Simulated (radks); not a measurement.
Values are calculated unless marked as measured or tabulated.
All-electron atom: Si3+ in [Ne] 3s1 (the NIST ground configuration).

Code: a radial shooting solver on a logarithmic mesh with Libxc functionals. Model: non-relativistic Kohn-Sham, BLYP, spin-polarised, spherical densities, point nucleus; open shells are filled with parallel spins first.

Energy parts (hartree):
part                      energy
total                 -287.27101
kinetic                286.90720
electron-nucleus      -670.00555
Hartree                115.76754
exchange-correlation   -19.94020

Orbitals (lengths in bohr, moments of r in powers of bohr):
| orbital | occ. | eigenvalue (hartree) | <r> | <1/r> |
|---|---|---|---|---|
| 1s up | 1 | -66.88909 | 0.1116 | 13.57 |
| 1s down | 1 | -66.88187 | 0.1116 | 13.57 |
| 2s up | 1 | -6.43322 | 0.5685 | 2.574 |
| 2s down | 1 | -6.42341 | 0.5682 | 2.575 |
| 2p up | 3 | -4.85426 | 0.5349 | 2.469 |
| 2p down | 3 | -4.84439 | 0.5343 | 2.470 |
| 3s up | 1 | -1.48278 | 1.835 | 0.7479 |
| 3p up | 0 | -1.16258 | 2.024 | 0.6675 |

The highest occupied level is 3s up at -40.349 eV. Virial ratio -V/T = 2.00127. For comparison, the ionisation energy in NIST's Atomic Spectra Database is 45.142 eV (measured). In exact Kohn-Sham theory the highest level is minus the ionisation energy, but local and semilocal functionals leave it too shallow, through self-interaction and a potential that decays too fast; potentials with the right tail come closer. The spin density at the nucleus is 6.994 e/bohr^3 (1s 0.101, 2s -0.002, 3s 6.896), a Fermi contact field of 367 T. Spin moment in Bohr magnetons: 1.
